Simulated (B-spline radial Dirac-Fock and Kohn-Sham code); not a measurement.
**Mo⁴⁺: L3-M45M45 lines in intermediate coupling**

System: molybdenum as Mo⁴⁺ in the configuration 1s2 2s2 2p6 3s2 3p6 3d10 4s2 4p6 4d1 5p1 (not the ground configuration).

Input of the calculation (task.json; shells as n, l, electrons):

```json
{"items": [{
  "Z": 42,
  "q": 4,
  "cfg": [[1, 0, 2], [2, 0, 2], [2, 1, 6], [3, 0, 2], [3, 1, 6], [3, 2, 10], [4, 0, 2], [4, 1, 6], [4, 2, 1], [5, 1, 1]],
  "A": 98,
  "rrms": 4.4091,
  "do": ["binding", "quiet", "double"]
}]}
```

Launch: `python xray_run.py task.json out`

Method: Dirac-Fock ΔSCF + Breit + QED. Computed with a radial B-spline solver. The two-hole levels come from diagonalising the Coulomb interaction among the jj configurations; intensities are independent-particle Coulomb rates. Kinetic energies are from the vacuum level. Correlation energy is missing from these numbers. Open outer shells are spectators and are not coupled to the holes.

| kinetic energy (eV) | J | leading jj holes (weight) | leading LS term (weight) |
| --- | --- | --- | --- |
| 1939.2 | 0 | M4M4 (0.64) | ¹S0 (0.94) |
| 1951.7 | 4 | M4M5 (0.89) | ¹G4 (0.98) |
| 1952.2 | 2 | M4M4 (0.58) | ¹D2 (0.52) |
| 1953.1 | 1 | M4M5 (1.00) | ³P1 (1.00) |
| 1953.2 | 0 | M5M5 (0.64) | ³P0 (0.94) |
| 1955.5 | 2 | M5M5 (0.42) | ³P2 (0.55) |
| 1958.6 | 2 | M5M5 (0.58) | ³F2 (0.64) |
| 1959.2 | 3 | M4M5 (1.00) | ³F3 (1.00) |
| 1962.0 | 4 | M5M5 (0.89) | ³F4 (0.98) |

The intensity is shared as follows: 1951.7 eV 58.3 %, 1962.0 eV 14.6 %, 1958.6 eV 9.9 %, 1959.2 eV 7.6 %, 1952.2 eV 4.4 %, 1955.5 eV 2.6 %, 1939.2 eV 1.5 %, 1953.1 eV 0.5 %, 1953.2 eV 0.4 %.

The strongest line, by its leading LS label ¹G4, lies at 1951.7 eV. The mean weight of the leading component is 0.74 in jj and 0.84 in LS coupling, so LS labels describe these levels better.
